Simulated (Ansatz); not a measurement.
Program: Ansatz. Geometries: PBE0-D4/def2-TZVP. ΔE: electronic, gas phase. CCSD(T)/CBS adds triple-zeta CCSD(T) − MP2 to the extrapolated MP2 energy (def2 sets, frozen cores). DFT in def2-TZVPP. HSE06 is defined as in plane-wave codes. Each species was taken in one conformer, which may not be the lowest.

`[BH2][AlH][CH2]OC` + `CC(=N)CF` → `BC(=N)CF` + `CO[CH2][AlH][CH3]`  (formal exchange of groups at a B–Al bond)

`[BH2][AlH][CH2]OC`:

Cartesian coordinates in Å:
```
B -1.824 0.476 -0.153
Al -0.905 -1.257 0.578
C 1.084 -1.011 0.530
O 1.460 0.367 0.497
C 0.848 1.088 -0.499
H -2.124 1.407 0.547
H -2.092 0.605 -1.317
H -1.480 -2.661 1.062
H 1.513 -1.531 -0.345
H 1.585 -1.436 1.404
H 1.261 2.097 -0.509
H -0.262 1.227 -0.302
H 0.935 0.629 -1.492
```

`CC(=N)CF`:

Cartesian coordinates in Å:
```
C -1.307 -0.525 0.156
C -0.125 0.390 0.152
N -0.223 1.585 0.548
C 1.153 -0.227 -0.352
F 2.191 0.673 -0.326
H -2.176 0.006 0.538
H -1.119 -1.404 0.780
H -1.522 -0.889 -0.854
H 0.681 2.055 0.474
H 1.023 -0.575 -1.383
H 1.426 -1.088 0.269
```

`BC(=N)CF`:

Cartesian coordinates in Å:
```
B -1.033 0.861 0.835
C 0.084 -0.139 0.385
N 0.460 -0.966 1.277
C 0.517 -0.186 -1.052
F 0.371 1.064 -1.624
H -2.072 0.872 0.244
H -0.869 1.555 1.788
H 1.088 -1.684 0.900
H -0.112 -0.888 -1.612
H 1.565 -0.488 -1.142
```

`CO[CH2][AlH][CH3]`:

Z-matrix (Å, degrees):
```
C
O 1 1.393
H 1 1.100 2 111.7
H 1 1.091 2 108.1 3 -119.8
H 1 1.104 2 111.8 3 120.9
C 2 1.421 1 111.8 3 -62.2
Al 6 1.988 2 114.3 1 -73.6
H 6 1.103 2 110.4 1 55.1
H 6 1.099 2 106.1 1 168.0
C 7 1.951 6 121.3 2 -6.3
H 7 1.595 6 117.7 2 176.7
H 10 1.093 7 112.2 6 -10.6
H 10 1.096 7 110.6 6 109.6
H 10 1.094 7 111.5 6 -132.3
```

```json
{"level": "PBE0-D4", "ΔE (eV)": "-0.27"}
{"level": "HSE06", "ΔE (eV)": "-0.28"}
```

(1) What does CCSD(T)/CBS give? (Best estimate.)

(2) What do rigid-rotor, harmonic-oscillator terms from PBE0-D4/def2-TZVP frequencies (298.15 K, 1 bar) make of the CCSD(T)/CBS value? (An estimate is asked.)

Largest T1 diagnostic among the species: 0.014.

## Answers

(1) Computed: -0.44 eV. The listed levels differ from it by 0.17, 0.16 eV.

(2) Computed: ΔZPE = -0.06 eV, ΔH = -0.47 eV, ΔS = 33 J/(mol·K), ΔG = -0.57 eV.

From BLYP to BHLYP (50 % exact exchange), in def2-TZVPP and without D4, ΔE moves by −0.11 eV. At CCSD(T), def2-SVP lies +0.07 eV from the extrapolated value and def2-TZVPP +0.01 eV.
